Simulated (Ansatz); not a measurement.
A single point on CH7AlOSi (`C[SiH2][O][AlH2]`).

```yaml
crystal:
  periodic: [false, false, false]
  atoms:
    - {symbol: C, position_ang: [-0.476840, 1.797848, 0.213642]}
    - {symbol: Si, position_ang: [-0.936223, 0.076133, -0.325345]}
    - {symbol: O, position_ang: [0.273675, -0.965541, -0.007421]}
    - {symbol: Al, position_ang: [1.540586, -2.058132, 0.140100]}
    - {symbol: H, position_ang: [-0.269064, 1.829403, 1.285962]}
    - {symbol: H, position_ang: [0.408965, 2.152037, -0.319346]}
    - {symbol: H, position_ang: [-1.295531, 2.492720, 0.006952]}
    - {symbol: H, position_ang: [-1.230010, 0.066095, -1.786657]}
    - {symbol: H, position_ang: [-2.163166, -0.369431, 0.392899]}
    - {symbol: H, position_ang: [2.471255, -2.303190, -1.113502]}
    - {symbol: H, position_ang: [1.741751, -2.774842, 1.533416]}
basis:
  gaussian: {orbitals: def2-TZVPP}
hamiltonian: {xc: pbe}
correlation: {method: rpa}
```

```sh
$ ansatz run in.yaml --threads 2 --pin off --events-out ev --progress --plain --max-ram 4352MiB
```

Output, abridged:

```
Functional definition: PBE
1404 factors; integrals over basis functions are off by at most 1.3e-3 eV
mean field evaluation 1: about -17649.8202 eV, gradient 8.9e1 eV
mean field evaluation 2: about -17649.8085 eV, gradient 8.9e1 eV
mean field evaluation 4: about -17660.6573 eV, gradient 4.6e1 eV
mean field evaluation 8: about -17665.1602 eV, gradient 2.8e-1 eV
mean field evaluation 16: about -17665.1594 eV, gradient 1.7e-5 eV
mean field -17665.15942613 eV, -649.1826350353 hartree, gradient 3.9e-6 eV, S^2 0.000000; 0 other end points of the search recorded, 0 dependent functions left out
12 core orbitals not correlated: weight in the atoms' cores, before any rotation towards them, 1.000 or more for the frozen orbitals, at most 0.000 for the correlated occupied ones
reference -17627.12437968 eV, -647.7848728591 hartree; 12, 12 occupied and 220, 220 virtual orbitals, 1404 factors
Total energy: -17656.55541830 eV, -648.8664435796 hartree
```

Hardware: 2 threads of an AMD EPYC on a shared host. Wall time 31 s, peak host memory 0.59 GiB.
